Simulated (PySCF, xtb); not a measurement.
C₄H₆BF, SMILES C=C=CB(C)F.

xtb 6.7.1 with GFN2-xTB at its own geometry gives an orbital gap of 3.70 eV and a dipole moment of 1.51 D.

Geometry optimised at B3LYP-D3(BJ)/def2-SVP. The structure was generated by enumeration, and PubChem lists no compound with its InChIKey, so it may never have been made. Other conformers were not sampled.

Task: What does HF/def2-TZVP (PySCF) give? (The exact figures need the calculation; the answer reports its results.)

Result: gap 12.76 eV (levels -10.35 and 2.41 eV), dipole 1.33 D.
